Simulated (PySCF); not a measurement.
CH5Si, doublet, at a GFN2-xTB geometry; PySCF with CCSD/3-21G.

The PySCF input:
```python
from pyscf import gto, scf, cc

mol = gto.Mole()
mol.atom = '''
    C    -1.192432   -0.167844    0.128286
    Si    0.664355    0.085045   -0.142966
    H    -1.777847    0.572435   -0.410162
    H    -1.513355   -1.150629   -0.206068
    H    -1.445252   -0.081555    1.184418
    H     1.111803    1.431801    0.190416
    H     1.478274   -0.955617    0.473202
'''
mol.basis = '3-21g'
mol.charge = 0
mol.spin = 1
mol.verbose = 4
mol.build()

mf = scf.UHF(mol)
mf.kernel()

mycc = cc.CCSD(mf)
mycc.kernel()
print('E(CCSD) = %.10f' % mycc.e_tot)
```

It wrote (shortened):

```
PySCF version 2.14.0

[INPUT] verbose = 4
[INPUT] num. atoms = 7
[INPUT] num. electrons = 25
[INPUT] charge = 0
[INPUT] spin (= nelec alpha-beta = 2S) = 1
[INPUT] symmetry False subgroup None
[INPUT] Mole.unit = angstrom
[INPUT] Symbol           X                Y                Z      unit          X                Y                Z       unit  Magmom
[INPUT]  1 C     -1.192432000000  -0.167844000000   0.128286000000 AA   -2.253369902167  -0.317179191651   0.242425405616 Bohr   0.0
[INPUT]  2 Si     0.664355000000   0.085045000000  -0.142966000000 AA    1.255448999485   0.160711758264  -0.270166585125 Bohr   0.0
[INPUT]  3 H     -1.777847000000   0.572435000000  -0.410162000000 AA   -3.359643921380   1.081745374115  -0.775093846704 Bohr   0.0
[INPUT]  4 H     -1.513355000000  -1.150629000000  -0.206068000000 AA   -2.859826479241  -2.174373680982  -0.389412083037 Bohr   0.0
[INPUT]  5 H     -1.445252000000  -0.081555000000   1.184418000000 AA   -2.731130460980  -0.154116614089   2.238225637005 Bohr   0.0
[INPUT]  6 H      1.111803000000   1.431801000000   0.190416000000 AA    2.101003174470   2.705711754878   0.359834089735 Bohr   0.0
[INPUT]  7 H      1.478274000000  -0.955617000000   0.473202000000 AA    2.793532997065  -1.805854409978   0.894222181596 Bohr   0.0

nuclear repulsion = 55.6334492415148
number of shells = 22
number of NR pGTOs = 57
number of NR cGTOs = 32
basis = 3-21g
ecp = {}

******** <class 'pyscf.scf.uhf.UHF'> ********
method = UHF
initial guess = minao
damping factor = 0
level_shift factor = 0
DIIS = <class 'pyscf.scf.diis.CDIIS'>
diis_start_cycle = 1
diis_space = 8
diis_damp = 0
SCF conv_tol = 1e-09
SCF conv_tol_grad = None
SCF max_cycles = 50
direct_scf = True
direct_scf_tol = 1e-13
number electrons alpha = 13  beta = 12
Set gradient conv threshold to 3.16228e-05
init E= -327.57541755209

cycle= 1 E= -327.895895929399  delta_E= -0.32  |g|= 0.134  |ddm|=  1.5
cycle= 2 E= -327.914222821921  delta_E= -0.0183  |g|= 0.0381  |ddm|= 0.254
cycle= 3 E= -327.916073879301  delta_E= -0.00185  |g|= 0.0125  |ddm|= 0.089
cycle= 4 E= -327.916257319409  delta_E= -0.000183  |g|= 0.00607  |ddm|= 0.0194
cycle= 5 E= -327.916339653242  delta_E= -8.23e-05  |g|= 0.00273  |ddm|= 0.0173
cycle= 6 E= -327.916359379913  delta_E= -1.97e-05  |g|= 0.00101  |ddm|= 0.0101
cycle= 7 E= -327.916362242406  delta_E= -2.86e-06  |g|= 0.000307  |ddm|= 0.00489
cycle= 8 E= -327.916362494681  delta_E= -2.52e-07  |g|= 8.57e-05  |ddm|= 0.00173
cycle= 9 E= -327.916362511432  delta_E= -1.68e-08  |g|= 3.44e-05  |ddm|= 0.00037
cycle= 10 E= -327.916362514193  delta_E= -2.76e-09  |g|= 1.18e-05  |ddm|= 0.000132
cycle= 11 E= -327.916362514564  delta_E= -3.71e-10  |g|= 2.78e-06  |ddm|= 5.74e-05
Extra cycle  E= -327.916362514577  delta_E= -1.3e-11  |g|= 1.7e-06  |ddm|= 6.23e-06
converged SCF energy = -327.916362514577  <S^2> = 0.75467762  2S+1 = 2.0046722

******** <class 'pyscf.cc.uccsd.UCCSD'> ********
CC2 = 0
CCSD nocc = (np.int64(13), np.int64(12)), nmo = (32, 32)
max_cycle = 50
direct = 0
conv_tol = 1e-07
conv_tol_normt = 1e-06
diis_space = 6
diis_start_cycle = 0
diis_start_energy_diff = 1e+09
Init t2, MP2 energy = -0.145582385413278
Init E_corr(UCCSD) = -0.14558238541656
cycle = 1  E_corr(UCCSD) = -0.164746630445361  dE = -0.019164245  norm(t1,t2) = 0.0575063
cycle = 2  E_corr(UCCSD) = -0.171082194921463  dE = -0.00633556448  norm(t1,t2) = 0.0220691
cycle = 3  E_corr(UCCSD) = -0.174688204675193  dE = -0.00360600975  norm(t1,t2) = 0.0100814
cycle = 4  E_corr(UCCSD) = -0.174686613839246  dE = 1.59083595e-06  norm(t1,t2) = 0.00214361
cycle = 5  E_corr(UCCSD) = -0.174654861466059  dE = 3.17523732e-05  norm(t1,t2) = 0.000815938
cycle = 6  E_corr(UCCSD) = -0.174672956351149  dE = -1.80948851e-05  norm(t1,t2) = 0.000297294
cycle = 7  E_corr(UCCSD) = -0.174673425764748  dE = -4.69413599e-07  norm(t1,t2) = 7.869e-05
cycle = 8  E_corr(UCCSD) = -0.17467253248939  dE = 8.93275358e-07  norm(t1,t2) = 2.22529e-05
cycle = 9  E_corr(UCCSD) = -0.174672630164672  dE = -9.76752822e-08  norm(t1,t2) = 7.58156e-06
cycle = 10  E_corr(UCCSD) = -0.174672585793726  dE = 4.43709458e-08  norm(t1,t2) = 2.72704e-06
cycle = 11  E_corr(UCCSD) = -0.174672556902334  dE = 2.88913921e-08  norm(t1,t2) = 8.91942e-07
UCCSD converged
E(UCCSD) = -328.0910350714796  E_corr = -0.1746725569023342
E(CCSD) = -328.0910350715
```
